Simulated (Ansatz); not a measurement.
A trace of molecular dynamics of CH5ClGe (8 atoms, charge 0, multiplicity 1).

Method: RKS BLYP-D4/def2-SVP in Ansatz 0.2.0.

```json
{
 "ensemble": "NVE (velocity Verlet)",
 "starting velocities drawn for": "200 K",
 "masses": "H 3.016 u",
 "seed": "256807"
}
```

```csv
time (fs),T (K),potential energy less start (eV),conserved less start (meV/atom)
0,200,0.000,0.00
4,137,0.050,0.08
8,80,0.094,0.08
12,70,0.101,0.07
16,62,0.108,0.06
20,48,0.119,0.10
24,107,0.073,0.06
28,164,0.028,0.02
32,127,0.057,0.08
36,110,0.071,0.07
40,107,0.073,0.05
44,62,0.108,0.06
48,20,0.141,0.12
52,84,0.090,0.06
56,150,0.039,0.03
60,138,0.049,0.07
64,126,0.058,0.08
68,129,0.055,0.04
72,77,0.096,0.07
76,37,0.127,0.10
80,77,0.096,0.07
84,116,0.065,0.03
88,98,0.080,0.09
92,126,0.058,0.07
96,157,0.034,0.02
100,95,0.082,0.07
```

Task: Is this trajectory sound?

Result: The conserved energy stayed within 0.12 meV per atom of its start (net change 0.07 meV per atom), so the integration is sound. Over the second half the temperature averaged 0.54 of the 200 K drawn at the start: a run that starts near a minimum puts about half its kinetic energy into the potential. A run of 0.1 ps of so small a system gives no equilibrium averages. The time step was 1 fs.

Run time: 2.2 min on 2 threads of Arm Neoverse V1 (shared host), peak memory 0.12 GiB.
